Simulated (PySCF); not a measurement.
GeH₃, SMILES [GeH3+], charge +1.

Geometry optimised at B3LYP-D3(BJ)/def2-TZVPD.

Level of theory: TDDFT-PBE0/def2-TZVPD (PySCF 2.14.0).

Vertical excitations; the highest root listed may be one member of a degenerate set. The molecule is in vacuum. State labels are in the subgroup C2v.

Problem. Estimate the UV-visible absorptions. (The exact figures need the calculation; the answer reports its results.)

Solution. 
| state | symmetry | energy (eV) | λ (nm) | f | main pairs |
|---|---|---|---|---|---|
| S1 | B2 | 5.44 | 228 | 0.000 | HOMO→LUMO (degenerate set) |
| S2 | A2 | 5.44 | 228 | 0.000 | HOMO−1→LUMO (degenerate set) |
| S3 | B1 | 10.04 | 123 | 0.142 | HOMO−1→LUMO+1 (degenerate set) |
| S4 | A1 | 10.04 | 123 | 0.142 | HOMO→LUMO+1 (degenerate set) |
| S5 | B1 | 10.78 | 115 | 0.000 | HOMO→LUMO+2 50 %, HOMO−1→LUMO+3 50 % |
| S6 | A1 | 11.39 | 109 | 0.000 | HOMO−1→LUMO+2 49 %, HOMO→LUMO+3 49 % |
| S7 | B2 | 11.91 | 104 | 0.085 | HOMO−2→LUMO 84 % |
| S8 | B1 | 12.02 | 103 | 0.777 | HOMO−1→LUMO+4, HOMO−1→LUMO+3, HOMO→LUMO+2 (degenerate set) |
| S9 | A1 | 12.02 | 103 | 0.777 | HOMO→LUMO+4, HOMO→LUMO+3, HOMO−1→LUMO+2 (degenerate set) |
| S10 | A1 | 12.68 | 98 | 0.478 | HOMO→LUMO+4 52 %, HOMO→LUMO+3 19 %, HOMO−1→LUMO+2 19 % |
| T1 | B2 | 4.77 | 260 | 0 | HOMO→LUMO (degenerate set) |
| T2 | A2 | 4.77 | 260 | 0 | HOMO−1→LUMO (degenerate set) |
| T3 | B1 | 8.04 | 154 | 0 | HOMO−1→LUMO+1 (degenerate set) |
| T4 | A1 | 8.04 | 154 | 0 | HOMO→LUMO+1 (degenerate set) |
Triplets are in the Tamm–Dancoff approximation, which puts them higher than full response would, so one can lie above its singlet here.
